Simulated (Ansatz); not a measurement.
Ansatz (an electronic-structure program) input (HF/3-21G): The .json file is the Basis Set Exchange's 3-21G.

Ansatz 0.2 input:
```yaml
crystal:
  periodic: [false, false, false]
  atoms:
    - {symbol: C, position_ang: [0.96442600, -0.85308500, 1.34064000]}
    - {symbol: Si, position_ang: [0.00728300, -0.00015200, -0.02914400]}
    - {symbol: C, position_ang: [-1.47960700, 0.86381200, 0.72095500]}
    - {symbol: N, position_ang: [-0.33740500, -1.23413600, -1.18147100]}
    - {symbol: N, position_ang: [0.85652900, 1.22332600, -0.89590100]}
    - {symbol: H, position_ang: [0.37598800, -1.64635600, 1.81025300]}
    - {symbol: H, position_ang: [1.88521600, -1.29955200, 0.95914100]}
    - {symbol: H, position_ang: [1.23634200, -0.14071900, 2.12296500]}
    - {symbol: H, position_ang: [-2.08931000, 0.15848100, 1.29034600]}
    - {symbol: H, position_ang: [-1.17930600, 1.66308400, 1.40437300]}
    - {symbol: H, position_ang: [-2.11160700, 1.30426700, -0.05319300]}
    - {symbol: H, position_ang: [-0.81278900, -1.02107000, -2.04392300]}
    - {symbol: H, position_ang: [-0.49228400, -2.18748300, -0.89717500]}
    - {symbol: H, position_ang: [1.68120800, 1.00298600, -1.43122000]}
    - {symbol: H, position_ang: [0.86180300, 2.17978800, -0.58152200]}
basis:
  gaussian:
    orbitals: 3-21G.json
hamiltonian:
  xc: {name: HF}
relax: {f_tol: 0.003, max_steps: 120}
```

From the output:

```
925 factors; integrals over basis functions are off by at most 4.4e-4 eV
mean field: 0.16 GiB planned
mean field -12977.49175243 eV, -476.9140254419 hartree, gradient 3.2e-5 eV, S^2 0.000000; 0 other end points of the search recorded, 0 dependent functions left out
the calculation of the forces begins
reference -12977.49175243 eV, -476.9140254419 hartree; 25, 25 occupied and 44, 44 virtual orbitals, 925 factors
relax step  10: F+E_penalty+E_count = -12977.49175243 eV  Δ(F+E_penalty+E_count) = -1.296e-5 eV  max|allowed force component| = 2.860e-3 eV/Å  Δτ_max = 0.0030 Å  (24 SCF iters, accepted)
integrals: 0.02 GiB planned
925 factors; integrals over basis functions are off by at most 4.4e-4 eV
mean field: 0.16 GiB planned
mean field evaluation 64: about -12977.4918 eV, gradient 3.2e-5 eV
mean field -12977.49175243 eV, -476.9140254419 hartree, gradient 3.2e-5 eV, S^2 0.000000; 1 other end points of the search recorded, 0 dependent functions left out
the calculation of the forces begins
reference -12977.49175243 eV, -476.9140254419 hartree; 25, 25 occupied and 44, 44 virtual orbitals, 925 factors
Total energy: -12977.49175243 eV, -476.9140254419 hartree
Atom 0 at     0.952300    -0.885620     1.358698 Å, force    -0.000219     0.001198    -0.000444 eV/Å
Atom 1 at     0.011021    -0.000229    -0.044102 Å, force     0.000715    -0.000015    -0.002860 eV/Å
Atom 2 at    -1.477322     0.896552     0.742274 Å, force     0.000400    -0.001201    -0.000276 eV/Å
Atom 3 at    -0.434339    -1.256136    -1.167424 Å, force    -0.000599     0.000814     0.002298 eV/Å
Atom 4 at     0.935515     1.245701    -0.838123 Å, force    -0.000556    -0.000790     0.002316 eV/Å
Atom 5 at     0.330849    -1.646125     1.824816 Å, force     0.000022     0.000573    -0.000479 eV/Å
Atom 6 at     1.858565    -1.366686     1.002087 Å, force    -0.000346    -0.000342    -0.000032 eV/Å
Atom 7 at     1.236636    -0.173625     2.127992 Å, force     0.000289     0.000308     0.001010 eV/Å
Atom 8 at    -2.091849     0.191434     1.294326 Å, force    -0.000732    -0.000300     0.000758 eV/Å
Atom 9 at    -1.146325     1.663110     1.438453 Å, force     0.000204    -0.000579    -0.000428 eV/Å
Atom 10 at    -2.108131     1.371875    -0.003420 Å, force     0.000322     0.000344     0.000131 eV/Å
Atom 11 at    -0.871146    -1.076699    -2.049600 Å, force     0.000458    -0.001505     0.001166 eV/Å
Atom 12 at    -0.288125    -2.228779    -0.985571 Å, force    -0.000727     0.000639    -0.002288 eV/Å
Atom 13 at     1.735511     1.058701    -1.409323 Å, force    -0.000948     0.001515     0.000800 eV/Å
Atom 14 at     0.723326     2.219717    -0.755961 Å, force     0.001717    -0.000660    -0.001670 eV/Å
Dipole moment:     0.047286    -0.000985    -0.189227 e Å
```

The geometry given is a B3LYP-D3(BJ)/def2-TZVP minimum.
